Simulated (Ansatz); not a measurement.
Relaxation of the cluster Ru3H4 with UKS PBE-D4/def2-TZVP.

```sh
$ ansatz run in.yaml --threads 4 --pin off --events-out ev --progress --plain --max-ram 3916MiB
```

```yaml
crystal:
  periodic: [false, false, false]
  atoms:
    - {symbol: Ru, position_ang: [1.435673, -0.056183, -0.422967]}
    - {symbol: Ru, position_ang: [-0.911484, -0.662891, -0.986515]}
    - {symbol: Ru, position_ang: [-0.267133, 1.443293, -0.441256]}
    - {symbol: H, position_ang: [-0.710958, 1.764074, 1.062432]}
    - {symbol: H, position_ang: [0.611327, -1.586010, -0.839068]}
    - {symbol: H, position_ang: [1.213994, -0.116978, 1.124058]}
    - {symbol: H, position_ang: [-1.371419, -0.785295, 0.503317]}
basis:
  gaussian: {orbitals: def2-TZVP}
magnetization: {spin_polarized: true, initial_magnetization: 2}
hamiltonian: {xc: pbe, dispersion: d4}
scf: {lower_state_search: "off"}
output: {orbitals: {seedname: orbitals}}
relax: {f_tol: 0.02, max_steps: 100}
```

It took 28 s on 4 threads of Arm Neoverse V1 on a shared host.

Positions (Å) and forces (eV/Å) at steps 1, 2, 3, 4, 7, 8, 10 of 10:

```xyz
7
step=1 energy=-7813.6263 eV
Ru    1.436   -0.056   -0.423    0.324   -0.150    0.239
Ru   -0.911   -0.663   -0.987   -0.286   -0.309    0.091
Ru   -0.267    1.443   -0.441   -0.101    0.860   -0.501
H    -0.711    1.764    1.062    0.050   -0.315    0.130
H     0.611   -1.586   -0.839   -0.035    0.117    0.019
H     1.214   -0.117    1.124    0.075   -0.088    0.024
H    -1.371   -0.785    0.503   -0.027   -0.114   -0.001
7
step=2 energy=-7813.7119 eV
Ru    1.434   -0.012   -0.387   -0.167   -0.094   -0.048
Ru   -0.946   -0.627   -0.958    0.194   -0.002    0.038
Ru   -0.260    1.528   -0.563   -0.169    0.065    0.636
H    -0.654    1.588    1.014    0.155   -0.063   -0.580
H     0.583   -1.519   -0.794   -0.002   -0.009    0.017
H     1.264   -0.132    1.166   -0.039    0.043   -0.040
H    -1.421   -0.827    0.521    0.028    0.061   -0.024
7
step=3 energy=-7813.7292 eV
Ru    1.424   -0.014   -0.392    0.060   -0.002    0.033
Ru   -0.935   -0.624   -0.959   -0.060   -0.035    0.004
Ru   -0.264    1.532   -0.550   -0.064    0.006    0.265
H    -0.641    1.545    1.006    0.067   -0.019   -0.258
H     0.585   -1.529   -0.790   -0.008    0.024    0.009
H     1.232   -0.114    1.159    0.003    0.013   -0.026
H    -1.401   -0.795    0.526    0.003    0.013   -0.027
7
step=4 energy=-7813.7323 eV
Ru    1.427   -0.013   -0.391    0.002   -0.014    0.002
Ru   -0.938   -0.624   -0.959    0.003   -0.014    0.003
Ru   -0.265    1.530   -0.543   -0.009    0.057   -0.019
H    -0.631    1.519    0.995   -0.002   -0.007    0.017
H     0.582   -1.523   -0.784    0.005   -0.020    0.000
H     1.235   -0.103    1.159    0.005    0.001    0.000
H    -1.408   -0.786    0.524   -0.004   -0.002   -0.003
7
step=7 energy=-7813.7330 eV
Ru    1.410   -0.016   -0.380   -0.021    0.007   -0.001
Ru   -0.946   -0.627   -0.975   -0.004   -0.017   -0.009
Ru   -0.272    1.532   -0.545    0.019    0.004    0.004
H    -0.625    1.518    0.997   -0.002    0.000    0.003
H     0.569   -1.529   -0.786   -0.004    0.000   -0.002
H     1.255   -0.092    1.176    0.005    0.005    0.006
H    -1.391   -0.786    0.514    0.007    0.000   -0.001
7
step=8 energy=-7813.7337 eV
Ru    1.389   -0.030   -0.368    0.008    0.056    0.037
Ru   -0.952   -0.631   -0.999   -0.055    0.013   -0.005
Ru   -0.275    1.529   -0.539    0.037   -0.057    0.015
H    -0.634    1.528    1.005    0.002   -0.003   -0.025
H     0.549   -1.543   -0.795   -0.003   -0.004   -0.006
H     1.292   -0.068    1.199   -0.004    0.000   -0.018
H    -1.369   -0.785    0.497    0.014   -0.005    0.003
7
step=10 energy=-7813.7344 eV
Ru    1.384   -0.036   -0.362    0.012   -0.003    0.011
Ru   -0.959   -0.625   -1.001   -0.005   -0.003    0.014
Ru   -0.266    1.530   -0.539    0.000    0.006    0.000
H    -0.647    1.533    0.998   -0.004    0.000   -0.001
H     0.537   -1.544   -0.805   -0.003    0.000   -0.001
H     1.289   -0.066    1.206    0.002    0.002   -0.012
H    -1.338   -0.791    0.503   -0.001   -0.003   -0.012
```

In the def2 sets Ru takes a core potential; there is no spin–orbit coupling. The relaxation made no stability test and no search for a lower SCF solution. The structure comes from a short search, and lower isomers may exist.
